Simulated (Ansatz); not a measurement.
Reaction (cleavage of the B–Ge bond): `O=C[BH][GeH3]` + HBr → `O=CBBr` + GeH₄

Computed with Ansatz on PBE0-D4/def2-TZVP structures; ΔE is electronic, products minus reactants. CCSD(T)/CBS adds triple-zeta CCSD(T) − MP2 to the extrapolated MP2 energy (def2 sets, frozen cores). DFT in def2-TZVPP. For Br, Ge outer-core shells are correlated without core-valence functions, which leaves a few kJ/mol of doubt a bond. Scalar relativity is left out up to krypton. Each species was taken in one conformer, which may not be the lowest.

`O=C[BH][GeH3]`:

```xyz
9

O     1.556    1.447   -0.610
C     1.491    0.806    0.428
B     0.710   -0.417   -0.075
Ge   -1.348   -0.404   -0.141
H     1.934    1.174    1.369
H     1.341   -1.309   -0.556
H    -1.876   -0.781   -1.534
H    -1.859   -1.467    0.853
H    -1.949    0.952    0.266
```

HBr:

Cartesian coordinates in Å:
```
Br 0.165 -0.519 -0.456
H -0.165 0.519 0.456
```

`O=CBBr`:

```xyz
6

O     0.514    1.194    1.209
C    -0.067    0.830    0.211
B    -0.128   -0.724   -0.054
Br    0.861   -1.396   -1.520
H    -0.478    1.579   -0.503
H    -0.702   -1.483    0.657
```

GeH₄:

Cartesian coordinates in Å:
```
Ge 0.000 0.000 0.000
H 0.371 0.353 -1.446
H 0.331 1.185 0.917
H 0.799 -1.231 0.447
H -1.501 -0.307 0.082
```

CCSD(T)/CBS gives -0.91 eV.

Another level gave -0.97 eV. Which?
A. ωB97M-V/def2-TZVPP
B. MP2/def2-TZVPP
C. PBE-D4/def2-TZVPP
D. BLYP/def2-TZVPP

B. MP2/def2-TZVPP -0.97, ωB97M-V -0.92, BLYP -0.85, PBE-D4 -0.78 eV.

What do rigid-rotor, harmonic-oscillator terms from PBE0-D4/def2-TZVP frequencies (298.15 K, 1 bar) make of the CCSD(T)/CBS value? (Estimate.)

Ansatz gave: ΔZPE = +0.04 eV, ΔH = -0.90 eV, ΔS = -10 J/(mol·K), ΔG = -0.87 eV.

Largest T1 diagnostic among the species: 0.018.

In def2-TZVPP, CCSD(T) changes the Hartree–Fock value by +0.23 eV (the triples alone add +0.03 eV) and MP2 by +0.17 eV. At CCSD(T), def2-SVP lies −0.10 eV from the extrapolated value and def2-TZVPP −0.01 eV. From BLYP to BHLYP (50 % exact exchange), in def2-TZVPP and without D4, ΔE moves by −0.15 eV.
